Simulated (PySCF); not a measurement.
Vertical excitations of a molecule C₆H₁₀ from TDA-CAM-B3LYP/def2-SVPD (PySCF), as energy in eV (oscillator strength): 6.65 (0.007), 7.13 (0.241), 7.34 (0.091), 7.59 (0.012), 7.64 (0.026), 7.95 (0.003), 8.08 (0.123), 8.28 (0.016), 8.36 (0.020), 8.52 (0.004). Lowest triplet (TDA): 4.23 eV. Coordinates come from a PBE0-D3(BJ)/def2-SVP optimisation. One conformer was computed; it need not be the lowest.

### Question
Which structure fits?
A) C=CC(C)C=C
B) CC1=C[C@@H](C)C1
C) CC#CC(C)C
D) C=C1CC[C@@H]1C

### Answer
B, CC1=C[C@@H](C)C1
